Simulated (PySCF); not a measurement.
Job file and geometry (Å, from GFN2-xTB) of an NMR shielding run on `C([C@H](C)F)CNC([SiH3])[SiH3]`, C5H16FNSi2, PySCF 2.14.0, density-fitted response routines, GIAO PBE0/pcSseg-1 NMR shielding, non-relativistic, gas phase; density fitting, a coarse starting grid and PySCF grid level 2 are the driver's defaults:

```
$ OMP_NUM_THREADS=1 python probes_run.py task.json out

{"job": {"kind": "nmr", "xc": "PBE0", "basis": "pcSseg-1"}, "charge": 0, "multiplicity": 1}
C     -3.889952    -0.180741     0.237457
C     -2.418313    -0.504205     0.029944
F     -2.205442    -1.824804     0.400319
C     -1.500569     0.398506     0.850533
C     -0.018465     0.036274     0.726556
N      0.480851     0.323076    -0.601856
C      1.937125     0.225475    -0.743794
Si     2.697592    -1.471303    -0.264612
Si     2.766927     1.729318     0.097061
H     -4.506738    -0.866195    -0.338546
H     -4.148091    -0.282579     1.288939
H     -4.092728     0.836507    -0.083461
H     -2.162634    -0.453941    -1.036042
H     -1.791041     0.324624     1.900210
H     -1.645127     1.425490     0.514995
H      0.547369     0.653511     1.429337
H      0.121723    -1.018822     1.015907
H      0.042902    -0.312474    -1.263222
H      2.122296     0.354248    -1.818007
H      2.763808    -1.632233     1.188479
H      4.044708    -1.538519    -0.827523
H      1.864825    -2.536283    -0.833326
H      1.949895     2.918336    -0.139708
H      2.926691     1.523156     1.540652
H      4.101454     1.897725    -0.482463
```

Question: What does the program print?

Answer: 
```
coarse grid: 20752 points
cycle   1  E = -932.8774260905  dE =  5.791e-01  |g| = 5.771e-01  |ddm| = 4.276e+00
cycle   2  E = -932.8496527504  dE =  2.777e-02  |g| = 7.326e-01  |ddm| = 1.018e+00
cycle   3  E = -932.9440606305  dE = -9.441e-02  |g| = 7.927e-02  |ddm| = 6.056e-01
cycle   4  E = -932.9450521816  dE = -9.916e-04  |g| = 3.260e-02  |ddm| = 7.900e-02
cycle   5  E = -932.9452922968  dE = -2.401e-04  |g| = 4.460e-03  |ddm| = 2.953e-02
cycle   6  E = -932.9452964496  dE = -4.153e-06  |g| = 9.160e-04  |ddm| = 4.994e-03
final grid: 188440 points
cycle   7  E = -933.0039891501  dE = -6.069e-05  |g| = 9.389e-03  |ddm| = 3.695e-02
cycle   8  E = -933.0039767825  dE =  1.237e-05  |g| = 1.202e-02  |ddm| = 1.961e-02
cycle   9  E = -933.0040109989  dE = -3.422e-05  |g| = 1.260e-03  |ddm| = 1.125e-02
cycle  10  E = -933.0040112684  dE = -2.695e-07  |g| = 2.914e-04  |ddm| = 1.222e-03
cycle  11  E = -933.0040112835  dE = -1.506e-08  |g| = 5.588e-05  |ddm| = 2.513e-04
cycle  12  E = -933.0040112840  dE = -5.527e-10  |g| = 2.422e-05  |ddm| = 6.542e-05
converged SCF energy = -933.0040112840

GIAO shielding tensors (ppm)
atom      isotropic    diamagn.    paramagn.     s11        s22        s33       span
  0 C      162.399     246.285     -83.886    145.005    154.521    187.672     42.667
  1 C       98.516     244.142    -145.626     58.386     80.820    156.342     97.956
  2 F      390.126     477.781     -87.655    375.049    389.768    405.559     30.510
  3 C      143.982     251.352    -107.370    134.150    138.068    159.728     25.579
  4 C      140.997     251.681    -110.683    123.369    134.073    165.550     42.181
  5 N      211.888     324.392    -112.505    185.971    196.404    253.288     67.317
  6 C      155.826     251.332     -95.507    127.339    140.693    199.445     72.105
  7 Si     420.431     880.370    -459.939    371.057    421.376    468.860     97.803
  8 Si     415.070     879.829    -464.759    363.969    406.918    474.323    110.354
  9 H       29.924      26.807       3.117     25.745     27.379     36.649     10.904
 10 H       30.363      27.924       2.439     26.708     28.928     35.453      8.745
 11 H       30.771      28.097       2.674     26.430     28.967     36.917     10.487
 12 H       27.080      33.311      -6.232     24.447     28.027     28.765      4.318
 13 H       30.024      33.000      -2.976     25.297     29.951     34.823      9.526
 14 H       30.167      34.084      -3.916     25.160     30.971     34.371      9.211
 15 H       29.372      35.590      -6.217     23.537     31.269     33.310      9.773
 16 H       28.360      35.047      -6.687     23.318     29.953     31.810      8.491
 17 H       31.043      38.665      -7.623     20.461     33.759     38.907     18.445
 18 H       28.868      31.492      -2.624     24.757     27.269     34.579      9.823
 19 H       27.422      30.020      -2.598     24.418     26.227     31.620      7.202
 20 H       27.948      29.211      -1.263     24.318     25.897     33.629      9.311
 21 H       27.714      30.055      -2.341     24.327     26.137     32.679      8.352
 22 H       27.648      29.295      -1.648     24.297     25.731     32.915      8.618
 23 H       27.556      29.555      -2.000     24.352     26.501     31.814      7.462
 24 H       27.758      28.687      -0.928     24.182     25.615     33.478      9.295
```

Question: Turn these shieldings into chemical shifts. δ = σ(ref) − σ, references computed at the same level: ¹³C (σref 186.93), ²⁹Si (σref 349.16), ¹H (σref 31.72) vs TMS; CFCl3 for ¹⁹F (σref 170.95); ¹⁵N (σref 267.73) vs NH3.

Answer: Averaging equivalent atoms: C 1: 88.4; C 4: 45.9; C 3: 42.9; C 6: 31.1; C 0: 24.5; F 2: -219.2; N 5: 55.8; Si 8: -65.9; Si 7: -71.3; H 12: 4.64; H 22/23/24: 4.06; H 19/20/21: 4.02; H 16: 3.36; H 18: 2.85; H 15: 2.34; H 13: 1.69; H 14: 1.55; H 9/10/11: 1.36; H 17: 0.67 ppm. Unscaled 19F shifts against computed CFCl3 carry errors that often reach 10 to 50 ppm. Experimental scales use liquid or dissolved standards, which lie at an offset from isolated NH3 (liquid NH3: subtract about 20 ppm).

Size and cost of the density-fitted run: 247 basis functions, 110 s wall time on 1 thread of an Arm Neoverse N1, shared host; peak memory 1.1 GiB.
